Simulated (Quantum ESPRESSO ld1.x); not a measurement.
The run below uses ld1.x (Quantum ESPRESSO 7.5).

```
 &input
    atom='Lu',
    iswitch=1,
    rel=2,
    dft='PBE',
    config='[Xe] 4f14 6s1 7s1',
    dx=0.01,
    rmax=200,
    rel_dist='average',
    verbosity='high',
    lsmall=.true.,
    prefix='ld1',
    max_out_wfc=37,
    file_charge='ld1.rho',
 /
```

Command: `OMP_NUM_THREADS=1 ld1.x < ld1.in > ld1.out`

It prints (banner and zero overlaps left out):

```
     Program LD1 v.7.5 starts

     --------------------------- All-electron run ----------------------------

     dirac relativistic calculation

     atomic number is 71.00
     dft =PBE   lsd =0 sic =0 latt =0  beta=0.20 tr2=1.0E-14
     Exchange-correlation= PBE
                           (   1   4   3   4   0   0   0)
     mesh =1757 r(mesh) = 199.80065 a.u. xmin = -8.00 dx = 0.01000
     1 Ry =  13.60569312 eV, c = 137.03599908

     n l j   nl                  e(Ry)          e(Ha)          e(eV)
     Spin orbit split results
     1 0 0.5 1S 1( 2.00)   -4643.448650814   -2321.724325407 -63177.3373754
     2 0 0.5 2S 1( 2.00)    -790.700008481    -395.350004241 -10758.0216677
     2 1 0.5 2P 1( 2.00)    -754.651636648    -377.325818324 -10267.5585830
     2 1 1.5 2P 1( 4.00)    -672.508175802    -336.254087901  -9149.9398627
     3 0 0.5 3S 1( 2.00)    -179.903599314     -89.951799657  -2447.7131640
     3 1 0.5 3P 1( 2.00)    -163.977066829     -81.988533415  -2231.0216505
     3 1 1.5 3P 1( 4.00)    -146.455639975     -73.227819988  -1992.6304936
     4 0 0.5 4S 1( 2.00)     -36.564485267     -18.282242634   -497.4851657
     4 1 0.5 4P 1( 2.00)     -30.082473150     -15.041236575   -409.2928981
     4 1 1.5 4P 1( 4.00)     -26.097380944     -13.048690472   -355.0729564
     3 2 1.5 3D 1( 4.00)    -119.461300774     -59.730650387  -1625.3537984
     3 2 2.5 3D 1( 6.00)    -115.636406945     -57.818203473  -1573.3134667
     5 0 0.5 5S 1( 2.00)      -5.423036268      -2.711518134    -73.7841673
     5 1 0.5 5P 1( 2.00)      -3.624967141      -1.812483570    -49.3201905
     5 1 1.5 5P 1( 4.00)      -3.110726783      -1.555363391    -42.3235940
     4 2 1.5 4D 1( 4.00)     -15.451355070      -7.725677535   -210.2263954
     4 2 2.5 4D 1( 6.00)     -14.724097977      -7.362048988   -200.3315586
     4 3 2.5 4F 1( 6.00)      -1.707603541      -0.853801770    -23.2331298
     4 3 3.5 4F 1( 8.00)      -1.595477089      -0.797738544    -21.7075717
     6 0 0.5 6S 1( 1.00)      -0.987822969      -0.493911485    -13.4400162
     7 0 0.5 7S 1( 1.00)      -0.354366128      -0.177183064     -4.8213968
     Averaged results
     1 0     1S 1( 2.00)   -4643.448650814   -2321.724325407 -63177.3373754
     2 0     2S 1( 2.00)    -790.700008481    -395.350004241 -10758.0216677
     2 1     2P 1( 6.00)    -699.889329417    -349.944664709  -9522.4794361
     3 0     3S 1( 2.00)    -179.903599314     -89.951799657  -2447.7131640
     3 1     3P 1( 6.00)    -152.296115593     -76.148057797  -2072.0942126
     4 0     4S 1( 2.00)     -36.564485267     -18.282242634   -497.4851657
     4 1     4P 1( 6.00)     -27.425745013     -13.712872506   -373.1462703
     3 2     3D 1(10.00)    -117.166364477     -58.583182238  -1594.1295994
     5 0     5S 1( 2.00)      -5.423036268      -2.711518134    -73.7841673
     5 1     5P 1( 6.00)      -3.282140235      -1.641070118    -44.6557928
     4 2     4D 1(10.00)     -15.015000814      -7.507500407   -204.2894933
     4 3     4F 1(14.00)      -1.643531283      -0.821765641    -22.3613823
     6 0     6S 1( 1.00)      -0.987822969      -0.493911485    -13.4400162
     7 0     7S 1( 1.00)      -0.354366128      -0.177183064     -4.8213968

     final scf error:  4.6E-15 reached in  40 iterations

     Etot =  -29161.198125 Ry,  -14580.599062 Ha, -396758.312785 eV

     Ekin =   32514.100227 Ry,   16257.050114 Ha,  442376.869862 eV
     Encl =  -72463.220487 Ry,  -36231.610243 Ha, -985912.340647 eV
     Eh   =   11391.469285 Ry,    5695.734643 Ha,  154988.835317 eV
     Exc  =    -603.547151 Ry,    -301.773575 Ha,   -8211.677317 eV

     normalization and overlap integrals

     s(1S/1S) =  1.000000  <r> =   0.0193  <r2> =    0.0005  r(max) =   0.0121
     LC norm =  0.92882253 + SC norm =  0.07117747 =  1.00000000
     s(2S/2S) =  1.000000  <r> =   0.0812  <r2> =    0.0079  r(max) =   0.0691
     LC norm =  0.98399299 + SC norm =  0.01600701 =  1.00000000
     s(2P/2P) =  1.000000  <r> =   0.0674  <r2> =    0.0056  r(max) =   0.0522
     LC norm =  0.98393030 + SC norm =  0.01606970 =  1.00000000
     s(2P/2P) =  1.000000  <r> =   0.0750  <r2> =    0.0069  r(max) =   0.0583
     LC norm =  0.98536846 + SC norm =  0.01463154 =  1.00000000
     s(3S/3S) =  1.000000  <r> =   0.2121  <r2> =    0.0516  r(max) =   0.1954
     LC norm =  0.99478247 + SC norm =  0.00521753 =  1.00000000
     s(3P/3P) =  1.000000  <r> =   0.2020  <r2> =    0.0475  r(max) =   0.1840
     LC norm =  0.99484069 + SC norm =  0.00515931 =  1.00000000
     s(3P/3P) =  1.000000  <r> =   0.2162  <r2> =    0.0542  r(max) =   0.1974
     LC norm =  0.99525079 + SC norm =  0.00474921 =  1.00000000
     s(4S/4S) =  1.000000  <r> =   0.4779  <r2> =    0.2581  r(max) =   0.4481
     LC norm =  0.99830657 + SC norm =  0.00169343 =  1.00000000
     s(4P/4P) =  1.000000  <r> =   0.4850  <r2> =    0.2681  r(max) =   0.4481
     LC norm =  0.99839458 + SC norm =  0.00160542 =  1.00000000
     s(4P/4P) =  1.000000  <r> =   0.5177  <r2> =    0.3052  r(max) =   0.4758
     LC norm =  0.99855114 + SC norm =  0.00144886 =  1.00000000
     s(3D/3D) =  1.000000  <r> =   0.1898  <r2> =    0.0424  r(max) =   0.1553
     LC norm =  0.99536732 + SC norm =  0.00463268 =  1.00000000
     s(3D/3D) =  1.000000  <r> =   0.1942  <r2> =    0.0442  r(max) =   0.1584
     LC norm =  0.99548243 + SC norm =  0.00451757 =  1.00000000
     s(5S/5S) =  1.000000  <r> =   1.1688  <r2> =    1.5377  r(max) =   1.0485
     LC norm =  0.99965287 + SC norm =  0.00034713 =  1.00000000
     s(5P/5P) =  1.000000  <r> =   1.3060  <r2> =    1.9372  r(max) =   1.1358
     LC norm =  0.99972384 + SC norm =  0.00027616 =  1.00000000
     s(5P/5P) =  1.000000  <r> =   1.4132  <r2> =    2.2694  r(max) =   1.2181
     LC norm =  0.99976292 + SC norm =  0.00023708 =  1.00000000
     s(4D/4D) =  1.000000  <r> =   0.5410  <r2> =    0.3401  r(max) =   0.4758
     LC norm =  0.99874210 + SC norm =  0.00125790 =  1.00000000
     s(4D/4D) =  1.000000  <r> =   0.5525  <r2> =    0.3546  r(max) =   0.4854
     LC norm =  0.99878440 + SC norm =  0.00121560 =  1.00000000
     s(4F/4F) =  1.000000  <r> =   0.7119  <r2> =    0.6672  r(max) =   0.4664
     LC norm =  0.99922277 + SC norm =  0.00077723 =  1.00000000
     s(4F/4F) =  1.000000  <r> =   0.7269  <r2> =    0.6990  r(max) =   0.4711
     LC norm =  0.99924321 + SC norm =  0.00075679 =  1.00000000
     s(6S/6S) =  1.000000  <r> =   3.1170  <r2> =   10.9300  r(max) =   2.7658
     LC norm =  0.99994685 + SC norm =  0.00005315 =  1.00000000
     s(7S/7S) =  1.000000  <r> =   6.9579  <r2> =   53.5864  r(max) =   6.7350
     LC norm =  0.99998648 + SC norm =  0.00001352 =  1.00000000

     LC charge = 69.61188123 + SC charge =  0.38811877 = 70.00000000

     ------------------------ End of All-electron run ------------------------
```

Run on one thread of a shared host, so times are rough (Intel(R) Xeon(R) Processor @ 2.60GHz): 0.85 s of CPU time, 0.88 s wall, 40 iterations on 1757 mesh points.
